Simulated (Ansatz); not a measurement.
`[OH][GeH2][NH][SiH](O)O` + H₂ → `O[SiH](O)[NH][GeH3]` + H₂O  (hydrogenolysis of a Ge–O bond)

Gas-phase electronic energies from Ansatz, PBE0-D4/def2-TZVP geometries. CBS: MP2 limit from def2 TZ/QZ plus the TZ coupled-cluster correction, frozen cores. This one scheme is used for every species. DFT in def2-TZVPP. For Ge outer-core shells are correlated without core-valence functions, which leaves a few kJ/mol of doubt a bond. Scalar relativity is left out up to krypton. Each species was taken in one conformer, which may not be the lowest.

CCSD(T)/CBS gives +29.9 kJ/mol.

(1) Another level gave +37.0 kJ/mol. Which?
A. HF/def2-TZVPP
B. PBE-D4/def2-TZVPP
C. CCSD/def2-TZVPP
D. r2SCAN-D4/def2-TZVPP

Largest T1 diagnostic among the species: 0.012.

Answers

(1) D. r2SCAN-D4 37.0, PBE-D4 32.0, CCSD/def2-TZVPP 27.7, HF/def2-TZVPP 14.9 kJ/mol.

In def2-TZVPP, CCSD(T) changes the Hartree–Fock value by +18.2 kJ/mol (the triples alone add +5.4 kJ/mol) and MP2 by +24.1 kJ/mol. The D4 term adds +7.4 kJ/mol with B3LYP and +4.0 kJ/mol with PBE0; it sums over pairs of atoms, weighted by their polarisabilities, and B3LYP, whose exchange is more repulsive, gets the larger term. From PBE to PBE0 (25 % exact exchange), in def2-TZVPP and without D4, ΔE moves by −4.9 kJ/mol.

B3LYP here is the variant with VWN-RPA as its local correlation; programs differ in this.
